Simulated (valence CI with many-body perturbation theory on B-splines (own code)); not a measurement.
Ba35+: M1 decay

Computed by valence CI with perturbative core correlation (CI+MBPT): three valence electrons over a frozen Dirac-Fock core [Ar], radial functions for each j: 7 s, 7 p, 8 d, 6 f, 4 g, 1 h, with the one-electron correlation potential Σ1 (screened to all orders), the two-electron term Σ2, the three-electron term Σ3, Breit, model QED; selected single and double excitations, second order for the rest, scaled by the run's own slope (own B-spline code, finite nucleus).

No measured spectrum was set against this ion. As an estimate, large intervals hold to a few tenths of a per cent, small ones and those within an open d or f shell to about a per cent. Only levels of the ground parity were solved; by the run's estimate the other parity begins above the list, which can be wrong where configurations are misplaced.

Lines 1 to 50 of 66 in falling wavelength, among levels below 628990 cm⁻¹, chosen from the decays that carry over 1 % of a level's rate. Wavelengths and rates use the calculated energies. S is in atomic units (e²a₀⁴ for E2 and M2, e²a₀⁶ for E3), for M1 in squared Bohr magnetons. Weak lines are less certain than strong ones. Lines between different terms over intervals too small for the method are left out, as are lines whose strength nearly cancels. The highest levels of a list are the least certain.

Levels are named by their leading jj configuration (3d3/2^4 stands for four electrons in 3d with j = 3/2), which in mixed levels can hold well under half, so a name can repeat and another be missing. Letters in brackets count levels of one name in rising energy.

```csv
λ vac (nm),Upper,Lower,Type,A (s⁻¹),S (a.u.)
826.8,(3d3/2^2 3d5/2) J=9/2,(3d3/2^2 3d5/2) J=7/2,M1,1.88e+01,3.94e+00
400.7,(3d3/2^2 3d5/2) J=1/2,(3d3/2^2 3d5/2) J=3/2,M1,3.71e+02,1.77e+00
227.1,(3d3/2^2 3d5/2) J=3/2,(3d3/2^2 3d5/2) J=5/2 [a],M1,8.08e+02,1.40e+00
208.9,(3d3/2^2 3d5/2) J=7/2,(3d3/2^2 3d5/2) J=5/2 [a],M1,2.44e+03,6.59e+00
174.1,(3d3/2 3d5/2^2) J=11/2,(3d3/2 3d5/2^2) J=9/2,M1,1.09e+03,2.57e+00
151.1,(3d3/2 3d5/2^2) J=5/2 [b],(3d3/2 3d5/2^2) J=3/2 [a],M1,1.38e+03,1.06e+00
107.4,(3d3/2 3d5/2^2) J=5/2 [a],(3d3/2 3d5/2^2) J=7/2 [a],M1,2.07e+03,5.72e-01
102.2,(3d3/2 3d5/2^2) J=3/2 [b],(3d5/2^3) J=3/2,M1,2.76e+03,4.37e-01
100.4,(3d3/2 3d5/2^2) J=5/2 [a],(3d3/2^2 3d5/2) J=5/2 [b],M1,9.80e+02,2.21e-01
96.63,(3d5/2^3) J=9/2,(3d3/2 3d5/2^2) J=11/2,M1,3.30e+03,1.10e+00
89.81,(3d3/2^2 3d5/2) J=5/2 [a],(3d3/2^3) J=3/2,M1,4.12e+04,6.64e+00
87.39,(3d3/2^2 3d5/2) J=5/2 [b],(3d3/2^2 3d5/2) J=7/2,M1,1.47e+03,2.19e-01
84.57,(3d3/2^2 3d5/2) J=5/2 [b],(3d3/2^2 3d5/2) J=3/2,M1,1.22e+04,1.64e+00
83.91,(3d3/2 3d5/2^2) J=5/2 [b],(3d3/2^2 3d5/2) J=5/2 [b],M1,2.12e+04,2.79e+00
82.67,(3d3/2 3d5/2^2) J=7/2 [a],(3d3/2^2 3d5/2) J=7/2,M1,1.88e+04,3.16e+00
79.53,(3d3/2 3d5/2^2) J=9/2,(3d3/2^2 3d5/2) J=9/2,M1,3.31e+04,6.17e+00
77.03,(3d5/2^3) J=3/2,(3d3/2 3d5/2^2) J=1/2,M1,1.47e+04,9.96e-01
76.87,(3d3/2 3d5/2^2) J=7/2 [b],(3d3/2 3d5/2^2) J=7/2 [a],M1,4.17e+03,5.61e-01
74.79,(3d5/2^3) J=5/2,(3d5/2^3) J=3/2,M1,4.43e+03,4.12e-01
73.19,(3d3/2 3d5/2^2) J=7/2 [b],(3d3/2^2 3d5/2) J=5/2 [b],M1,2.00e+03,2.33e-01
72.55,(3d3/2 3d5/2^2) J=9/2,(3d3/2^2 3d5/2) J=7/2,M1,2.27e+04,3.21e+00
69.22,(3d5/2^3) J=3/2,(3d3/2 3d5/2^2) J=3/2 [a],M1,2.49e+04,1.23e+00
68.36,(3d3/2 3d5/2^2) J=3/2 [a],(3d3/2^2 3d5/2) J=1/2,M1,1.38e+04,6.55e-01
64.35,(3d3/2^2 3d5/2) J=3/2,(3d3/2^3) J=3/2,M1,3.99e+04,1.58e+00
62.14,(3d5/2^3) J=9/2,(3d3/2 3d5/2^2) J=9/2,M1,5.49e+04,4.88e+00
62.14,(3d3/2 3d5/2^2) J=1/2,(3d3/2^2 3d5/2) J=1/2,M1,7.82e+04,1.39e+00
61.62,(3d3/2^2 3d5/2) J=5/2 [b],(3d3/2^2 3d5/2) J=5/2 [a],M1,2.58e+03,1.34e-01
59.23,(3d3/2 3d5/2^2) J=7/2 [a],(3d3/2^2 3d5/2) J=5/2 [a],M1,7.81e+04,4.81e+00
58.40,(3d3/2 3d5/2^2) J=3/2 [a],(3d3/2^2 3d5/2) J=3/2,M1,8.12e+04,2.40e+00
56.24,(3d5/2^3) J=9/2,(3d3/2 3d5/2^2) J=7/2 [a],M1,7.10e+04,4.68e+00
55.45,(3d3/2^2 3d5/2) J=1/2,(3d3/2^3) J=3/2,M1,1.39e+04,1.76e-01
54.59,(3d3/2 3d5/2^2) J=11/2,(3d3/2^2 3d5/2) J=9/2,M1,2.47e+04,1.79e+00
53.80,(3d3/2 3d5/2^2) J=1/2,(3d3/2^2 3d5/2) J=3/2,M1,3.27e+03,3.78e-02
51.41,(3d5/2^3) J=5/2,(3d3/2 3d5/2^2) J=7/2 [b],M1,2.45e+04,7.41e-01
51.10,(3d3/2 3d5/2^2) J=3/2 [b],(3d3/2 3d5/2^2) J=5/2 [a],M1,6.11e+04,1.21e+00
50.65,(3d5/2^3) J=3/2,(3d3/2^2 3d5/2) J=5/2 [b],M1,4.79e+04,9.24e-01
47.17,(3d5/2^3) J=5/2,(3d3/2 3d5/2^2) J=5/2 [b],M1,6.73e+04,1.57e+00
46.72,(3d3/2 3d5/2^2) J=5/2 [a],(3d3/2^2 3d5/2) J=7/2,M1,1.59e+04,3.61e-01
46.45,(3d3/2 3d5/2^2) J=3/2 [a],(3d3/2^2 3d5/2) J=5/2 [a],M1,4.59e+04,6.82e-01
45.90,(3d3/2 3d5/2^2) J=5/2 [a],(3d3/2^2 3d5/2) J=3/2,M1,2.81e+04,6.05e-01
43.92,(3d3/2 3d5/2^2) J=3/2 [b],(3d3/2 3d5/2^2) J=1/2,M1,1.96e+04,2.47e-01
43.19,(3d5/2^3) J=5/2,(3d3/2 3d5/2^2) J=5/2 [a],M1,1.23e+04,2.20e-01
42.81,(3d3/2 3d5/2^2) J=5/2 [b],(3d3/2^2 3d5/2) J=7/2,M1,1.76e+04,3.07e-01
42.12,(3d3/2 3d5/2^2) J=5/2 [b],(3d3/2^2 3d5/2) J=3/2,M1,5.88e+03,9.77e-02
41.85,(3d3/2 3d5/2^2) J=7/2 [b],(3d3/2^2 3d5/2) J=9/2,M1,1.70e+04,3.70e-01
41.26,(3d3/2 3d5/2^2) J=3/2 [b],(3d3/2 3d5/2^2) J=3/2 [a],M1,3.47e+04,3.61e-01
39.83,(3d3/2 3d5/2^2) J=7/2 [b],(3d3/2^2 3d5/2) J=7/2,M1,1.14e+04,2.14e-01
38.18,(3d3/2 3d5/2^2) J=5/2 [a],(3d3/2^2 3d5/2) J=5/2 [a],M1,7.55e+03,9.35e-02
36.54,(3d3/2^2 3d5/2) J=5/2 [b],(3d3/2^3) J=3/2,M1,4.21e+03,4.57e-02
35.95,(3d5/2^3) J=5/2,(3d3/2 3d5/2^2) J=3/2 [a],M1,6.64e+04,6.86e-01
```
